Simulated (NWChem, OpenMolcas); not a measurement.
# How basis sets differ on CH7NSn (SMILES C[NH][SnH3])

CH7NSn has 10 atoms, charge 0, and is taken as a singlet. SMILES: `C[NH][SnH3]`. Geometry: relaxed at PBE0-D4/def2-TZVP.

Each level gives the dipole moment (D). The values are calculated.

```csv
level,kind,program,value (D),CPU time
HF/ANO-R0 (sfX2C),Hartree–Fock,OpenMolcas,2.40,4.3 s
HF/STO-3G,Hartree–Fock,NWChem,1.24,5.9 s
HF/3-21G,Hartree–Fock,OpenMolcas,1.19,3.6 s
"HF/ANO-RCC-VDZ (DKH2, RICD fitting)",Hartree–Fock,OpenMolcas,1.22,6.3 s
HF/def2-SVP (core potential),Hartree–Fock,OpenMolcas,0.93,8 s
```

All-electron rows without a relativistic Hamiltonian named are non-relativistic, while core potentials hold scalar relativity, so basis and relativity change together. The values span 0.93 to 2.40 D. Magnitudes only. Sets without polarisation functions give poor dipoles. CPU times are rough (shared hosts, several kinds of processor and program).
